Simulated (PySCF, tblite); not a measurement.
Species: C6H7B.
Cartesian coordinates in Å at the GFN2-xTB level; atoms count from 1:
```
atom  x, y, z in Å
B1     3.320   -0.328   -0.152
C2     1.853   -0.519   -0.554
C3     0.815    0.091    0.061
C4    -0.558   -0.079   -0.306
C5    -1.571    0.543    0.326
C6    -2.918    0.379   -0.028
C7    -4.075    0.244   -0.328
H8     3.593    0.383    0.737
H9     4.169   -0.891   -0.729
H10    1.594   -1.177   -1.379
H11    1.009    0.760    0.891
H12   -0.774   -0.744   -1.134
H13   -1.375    1.212    1.156
H14   -5.084    0.126   -0.589
```

Jobs on this species (14 atoms, 48 electrons) with PySCF (density fitting) and tblite. Hardware of each: Arm Neoverse N1, one thread, no GPU, shared host. Other jobs ran on the host; a repeat could differ by tens of per cent or more.

```json
{"level and settings": "PBE0/pcSseg-1", "work": "shieldings, charges and field gradients", "basis functions": "154", "SCF cycles": "?", "wall time": "?"}
{"level and settings": "GFN2-xTB", "work": "Hessian by finite differences", "basis functions": "–", "SCF cycles": "–", "wall time": "0.55 s"}
{"level and settings": "CAM-B3LYP/def2-SVPD", "work": "8 singlets by full TDDFT, 3 Tamm–Dancoff triplets, polarisability", "basis functions": "196", "SCF cycles": "13", "wall time": "56 s"}
```

**Question.** Fill in the missing figures.

**Answer.** 
- PBE0/pcSseg-1; shieldings, charges and field gradients: 33 s, 14 SCF cycles

**Question.** What do all jobs in the table cost together?

**Answer.** About 90 s; the longest takes about 63 % of that, and about 100 times as long as the shortest.
